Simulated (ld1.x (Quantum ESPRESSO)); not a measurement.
u(r) = r·R(r): atom against pseudo-atom (antimony)

Columns: radius, all-electron u(r) and pseudo u(r) of the 5s shell (level -16.87 eV) of antimony in the configuration [Kr] 4d10 5s2 5p2.5; LDA (PZ), scalar-relativistic, PAW scheme, ld1.x (Quantum ESPRESSO) 7.5.

| r (bohr) | all-electron | pseudo |
| --- | --- | --- |
| 0.145 | 0.0175 | 0.0422 |
| 0.290 | 0.2146 | 0.0883 |
| 0.435 | -0.1504 | 0.1416 |
| 0.580 | -0.3758 | 0.2042 |
| 0.725 | -0.3315 | 0.2765 |
| 0.870 | -0.1305 | 0.3571 |
| 1.015 | 0.1143 | 0.4428 |
| 1.160 | 0.3391 | 0.5289 |
| 1.305 | 0.5178 | 0.6100 |
| 1.450 | 0.6452 | 0.6803 |
| 1.595 | 0.7257 | 0.7344 |
| 1.740 | 0.7672 | 0.7680 |
| 1.885 | 0.7784 | 0.7784 |
| 2.030 | 0.7669 | 0.7669 |
| 2.175 | 0.7393 | 0.7393 |
| 2.320 | 0.7009 | 0.7009 |
| 2.465 | 0.6557 | 0.6557 |
| 2.610 | 0.6069 | 0.6069 |
| 2.755 | 0.5568 | 0.5568 |
| 2.900 | 0.5072 | 0.5072 |
| 3.045 | 0.4591 | 0.4591 |
| 3.190 | 0.4134 | 0.4134 |
| 3.335 | 0.3705 | 0.3705 |
| 3.480 | 0.3308 | 0.3308 |
| 3.625 | 0.2943 | 0.2943 |
| 3.770 | 0.2610 | 0.2610 |

Question: How many radial nodes do the two functions have?

Answer: The all-electron 5s function has n − l − 1 = 4 (the table is too coarse to show those close to the nucleus); the pseudo-wave has 0, since the states of the same l below it are removed with the core.

Question: At about which radius was the pseudo-wave matched?

Answer: 1.85 bohr, where the columns begin to agree (steps of 0.14 bohr).

Question: Is the pseudo-wave norm-conserving?

Answer: No, it belongs to a PAW set: the norm inside the radius is not constrained, and the difference is carried by the augmentation charge.
